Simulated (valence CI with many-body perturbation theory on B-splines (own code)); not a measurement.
E1 line list for Tl L

Calculated by relativistic CI+MBPT: four valence electrons over a frozen Dirac-Fock core [Ar] 3d10, a basis of 11 s, 11 p, 10 d, 8 f, 5 g, 2 h functions for each j, with the one-electron correlation potential Σ1 (screened to all orders), the two-electron term Σ2, the three-electron term Σ3, Breit, model QED; selected single and double excitations, second order for the rest, scaled by the run's own slope (own B-spline code, finite nucleus).

The last digits are not significant, and no measured levels were compared; by estimate large intervals hold to a few tenths of a per cent, small ones and those within an open d or f shell to about a per cent. Among the levels kept, up to 400 cm⁻¹ of a level comes from second order outside the variational space, and about a tenth of that is noise between levels of different J, which matters for small intervals.

Lines 51 to 100 of 549 in falling wavelength, among levels below 874.33 eV, chosen from the strongest by gf and those to the six lowest levels. Wavelengths and rates use the calculated energies. Electric multipoles are in the length gauge, E1 and E2 with the static RPA response of the core. Weak lines are less certain than strong ones. Lines between different terms over intervals too small for the method are left out, as are lines whose strength nearly cancels. Where a level lies close to another of its J and parity, the split of strength between their lines is uncertain. The highest levels of a list are the least certain.

Levels are named by their leading jj configuration (3d3/2^4 stands for four electrons in 3d with j = 3/2), which in mixed levels can hold well under half, so a name can repeat and another be missing. Letters in brackets count levels of one name in rising energy.

```
λ vac (Å)                           Upper                           Lower   A (s⁻¹)  log gf  Branch %
    100.3  (4s 4p1/2 4p3/2 4f7/2) J=5 [c]          (4s^2 4p3/2 4f7/2) J=5  2.26e+10   -0.43       2.5
    99.52  (4s 4p1/2 4p3/2 4f7/2) J=4 [d]          (4s^2 4p3/2 4f7/2) J=5  2.49e+10   -0.48       1.8
    99.51      (4s 4p1/2 4d5/2^2) J=3 [b]          (4s^2 4d5/2^2) J=4 [a]  1.86e+10   -0.71       1.3
    99.43  (4s 4p1/2 4p3/2 4d5/2) J=4 [b]          (4s^2 4p3/2 4d5/2) J=4  1.31e+10   -0.76       3.1
    99.35  (4s 4p1/2 4p3/2 4d5/2) J=2 [d]          (4s^2 4p3/2 4d5/2) J=3  3.06e+10   -0.64       1.5
    99.03       (4p1/2^2 4p3/2 4d5/2) J=3  (4s 4p1/2 4p3/2 4d5/2) J=4 [c]  3.02e+10   -0.51       2.5
    98.03          (4s 4p1/2^2 4p3/2) J=1          (4s^2 4p1/2 4p3/2) J=2  4.94e+10   -0.67       6.6
    97.49      (4s 4p1/2 4p3/2^2) J=1 [a]              (4s^2 4p3/2^2) J=2  1.54e+10   -1.18       1.7
    97.33  (4s 4p1/2 4p3/2 4f7/2) J=3 [d]          (4s^2 4p3/2 4f7/2) J=4  2.32e+10   -0.64       1.8
    96.39             (4p1/2 4p3/2^3) J=1                (4s 4p3/2^3) J=2  5.01e+10   -0.68       1.8
    96.34             (4p1/2 4p3/2^3) J=2                (4s 4p3/2^3) J=2  2.88e+10   -0.70       1.4
    96.07       (4p1/2^2 4p3/2 4d5/2) J=2  (4s 4p1/2 4p3/2 4d5/2) J=3 [a]  4.46e+10   -0.51       4.9
    95.84      (4s 4p1/2 4p3/2^2) J=2 [b]              (4s^2 4p3/2^2) J=2  2.93e+10   -0.70       2.2
    94.63  (4s 4p1/2 4p3/2 4d5/2) J=3 [c]          (4s^2 4p3/2 4d5/2) J=4  2.88e+10   -0.57       1.9
    94.61      (4s 4p1/2 4p3/2^2) J=1 [b]              (4s^2 4p3/2^2) J=2  2.28e+10   -1.04       1.3
    94.43           (4p1/2^2 4p3/2^2) J=2          (4s 4p1/2 4p3/2^2) J=3  6.85e+10   -0.34       5.8
    94.38          (4s 4p1/2^2 4p3/2) J=1          (4s^2 4p1/2 4p3/2) J=1  1.34e+10   -1.27       1.8
    93.91       (4p1/2^2 4p3/2 4d5/2) J=4      (4s 4p1/2 4p3/2 4d5/2) J=5  6.90e+10   -0.09      10.1
    93.80  (4s 4p1/2 4p3/2 4d5/2) J=4 [c]          (4s^2 4p3/2 4d5/2) J=4  1.39e+10   -0.78       1.2
    93.45       (4p1/2^2 4p3/2 4d5/2) J=3  (4s 4p1/2 4p3/2 4d5/2) J=4 [b]  3.19e+10   -0.53       2.6
    92.87  (4s 4p1/2 4p3/2 4d3/2) J=2 [d]          (4s^2 4p3/2 4d3/2) J=3  3.61e+10   -0.63       1.0
    92.30       (4p1/2^2 4p3/2 4d3/2) J=3      (4s 4p1/2 4p3/2 4d3/2) J=4  7.45e+10   -0.18       7.1
    92.21       (4p1/2^2 4p3/2 4d3/2) J=2  (4s 4p1/2 4p3/2 4d3/2) J=3 [a]  5.23e+10   -0.48       9.4
    86.40       (4p1/2^2 4p3/2 4d5/2) J=4  (4s 4p1/2 4p3/2 4d5/2) J=4 [a]  2.84e+10   -0.54       4.1
    76.23          (4s 4p1/2^2 4d3/2) J=1          (4s 4p1/2^2 4p3/2) J=1  3.01e+10   -1.10      39.6
    74.32          (4s 4p1/2^2 4d3/2) J=2          (4s 4p1/2^2 4p3/2) J=1  2.05e+09   -2.07       2.7
    71.68  (4s 4p1/2 4d3/2 4d5/2) J=4 [b]  (4s 4p1/2 4p3/2 4d5/2) J=4 [b]  2.73e+10   -0.72       7.5
    71.62          (4s^2 4p1/2 4d3/2) J=2          (4s^2 4p1/2 4p3/2) J=2  2.07e+10   -1.10      92.9
    69.66          (4s^2 4p1/2 4d3/2) J=2          (4s^2 4p1/2 4p3/2) J=1  1.57e+09   -2.24       7.1
    69.13          (4s 4p1/2^2 4d3/2) J=1          (4s 4p1/2^2 4p3/2) J=2  9.32e+09   -1.70      12.3
    67.56          (4s 4p1/2^2 4d3/2) J=2          (4s 4p1/2^2 4p3/2) J=2  3.69e+10   -0.90      49.2
    66.76      (4s 4p1/2 4d3/2 4d5/2) J=5      (4s 4p1/2 4p3/2 4d5/2) J=5  3.89e+10   -0.54      23.4
    66.09          (4s^2 4p3/2 4d3/2) J=2              (4s^2 4p3/2^2) J=2  4.58e+09   -1.82       0.2
    65.40          (4s^2 4p3/2 4d3/2) J=1              (4s^2 4p3/2^2) J=2  1.41e+10   -1.57       0.6
    65.27          (4s^2 4p3/2 4d3/2) J=3              (4s^2 4p3/2^2) J=2  6.79e+07   -3.52       0.0
    62.23          (4s^2 4p1/2 4d3/2) J=1          (4s^2 4p1/2 4p3/2) J=1  1.53e+10   -1.58       0.5
    62.02  (4s 4p1/2 4p3/2 4f7/2) J=4 [b]  (4s 4p1/2 4p3/2 4d5/2) J=4 [b]  4.33e+10   -0.65       5.6
    61.93  (4s 4p1/2 4d3/2 4d5/2) J=4 [b]  (4s 4p1/2 4p3/2 4d3/2) J=3 [c]  4.70e+10   -0.61      12.9
    61.29  (4s 4p1/2 4p3/2 4f7/2) J=2 [a]  (4s 4p1/2 4p3/2 4d5/2) J=1 [a]  8.09e+10   -0.64      10.2
    61.07  (4s 4p1/2 4d3/2 4d5/2) J=3 [b]  (4s 4p1/2 4p3/2 4d3/2) J=3 [c]  4.84e+10   -0.72       8.9
    60.98          (4s 4p1/2^2 4f7/2) J=3          (4s 4p1/2^2 4d5/2) J=2  1.85e+11   -0.14      64.2
    60.72  (4s 4p1/2 4p3/2 4d5/2) J=2 [b]      (4s 4p1/2 4p3/2^2) J=2 [b]  8.40e+10   -0.63      11.9
    60.56  (4s 4p1/2 4p3/2 4f7/2) J=4 [c]  (4s 4p1/2 4p3/2 4d5/2) J=4 [c]  6.40e+10   -0.50       7.5
    60.55  (4s 4p1/2 4p3/2 4f7/2) J=3 [d]  (4s 4p1/2 4p3/2 4d5/2) J=3 [c]  5.24e+10   -0.70       4.1
    60.43  (4s 4p1/2 4p3/2 4f7/2) J=3 [c]  (4s 4p1/2 4p3/2 4d5/2) J=2 [b]  5.90e+10   -0.65       9.7
    60.20          (4s^2 4p1/2 4f7/2) J=4          (4s^2 4p1/2 4d5/2) J=3  1.66e+11   -0.09      99.4
    60.05  (4s 4p1/2 4p3/2 4f7/2) J=2 [c]  (4s 4p1/2 4p3/2 4d5/2) J=1 [c]  6.08e+10   -0.78       5.9
    59.89          (4s^2 4p1/2 4f7/2) J=3          (4s^2 4p1/2 4d5/2) J=2  1.99e+11   -0.13      73.7
    59.87  (4s 4p1/2 4p3/2 4f7/2) J=5 [c]  (4s 4p1/2 4p3/2 4d5/2) J=4 [c]  3.60e+10   -0.67       4.0
    59.83  (4s 4p1/2 4p3/2 4f7/2) J=3 [c]  (4s 4p1/2 4p3/2 4d5/2) J=3 [b]  5.18e+10   -0.71       8.5
```
